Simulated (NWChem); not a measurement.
Species: arsine (AsH3); SMILES [AsH3]

Computed with NWChem. Pople sets run with spherical d functions. Each level has its own optimisation; frequencies are unscaled.

```
level                                 r As–H (Å)  highest harmonic frequency (cm⁻¹)  lowest (cm⁻¹)  zero-point energy (kcal/mol)  dipole (D)
------------------------------------  ----------  ---------------------------------  -------------  ----------------------------  ----------
PBE/def2-SVP                               1.541                               2147            907                          13.3        0.41
LDA (Slater exchange, VWN5)/def2-SVP       1.535                               2167            888                          13.3        0.55
Hartree-Fock/3-21G                         1.521                               2190            994                          13.8        0.68
B3LYP/6-31G*                               1.533                               2203            953                          13.7        0.54
PBE0/def2-SVP                              1.525                         (withheld)     (withheld)                          13.8        0.51
```

**Question.** What belongs in the gaps?

**Answer.** 
- PBE0/def2-SVP, highest harmonic frequency (cm⁻¹): 2238
- PBE0/def2-SVP, lowest (cm⁻¹): 934
